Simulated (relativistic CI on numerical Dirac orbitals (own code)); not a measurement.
## Hyperfine structure of Fe2+, mass number 57

Calculated at this level of theory: Dirac-Coulomb-Breit CI, orbitals from a KLI potential per configuration, QED by a radiative potential, valence Slater integrals scaled by 0.85, P86 correlation energy added to each configuration (own radial code, finite nucleus).

Configuration list (outside the closed core [Ne] 3s2): 3p6 3d6, 3p6 3d5 4s, 3p6 3d5 4p, 3p6 3d4 4s2, 3p6 3d5 4d, 3p6 3d5 5s, 3p6 3d5 5p, 3p6 3d4 4s 4p, 3p6 3d5 4f, 3p6 3d5 5d, 3p6 3d5 5g, 3p5 3d7. Levels of other configurations are missing.

Nuclear spin I = 1/2, μ = 0.09064 μN (tables of Stone and Pyykkö). The electronic factors are computed for point nuclear moments, without core polarisation; leaving it out makes A of s and p electrons in near-neutral atoms 20 to 40 % too small, and it can dominate for d and f shells.

```json
{"Level": "3p6 3d6 5D_4", "E (cm⁻¹)": "0.0", "A (MHz)": "48.61"}
{"Level": "3p6 3d6 5D_3", "E (cm⁻¹)": "410.0", "A (MHz)": "35.79"}
{"Level": "3p6 3d6 5D_2", "E (cm⁻¹)": "697.3", "A (MHz)": "27.28"}
{"Level": "3p6 3d6 5D_1", "E (cm⁻¹)": "881.8", "A (MHz)": "21.98"}
{"Level": "3p6 3d6 3H_6", "E (cm⁻¹)": "19298.5", "A (MHz)": "79.52"}
{"Level": "3p6 3d6 3H_5", "E (cm⁻¹)": "19543.6", "A (MHz)": "81.03"}
{"Level": "3p6 3d6 3H_4", "E (cm⁻¹)": "19727.8", "A (MHz)": "90.89"}
{"Level": "3p6 3d6 3P_2", "E (cm⁻¹)": "21237.0", "A (MHz)": "42.69"}
```

Levels with J = 0, under 50 % of one LS term, or S terms without an open s electron are left out. Small factors come from cancelling terms and can be off by tens of per cent or more.

For a near-neutral ion this model can misplace configurations by up to about 10,000 cm⁻¹ (more where the count of f electrons changes) and terms by 10 to 25 % of their spread. Rates follow the energies as ν³ (E1, M1) or ν⁵ (E2), so they and the lifetimes can be off by large factors. The fine structure of a lone outer electron comes out too small, for d and f at times inverted, and misplaced configurations move strength between like terms. 66 of the 69 excited levels that our extract of the measured tables holds in this range could be paired (the sources list more); they are missed by 1154 cm⁻¹ on average and 3679 at most, and levels without a partner can miss by more.

Q: Give the hyperfine levels of 3p6 3d6 5D_4 relative to its centre of gravity.

A: With K = F(F + 1) − I(I + 1) − J(J + 1), E = AK/2: F = 7/2: -121.5, F = 9/2: 97.23 MHz.
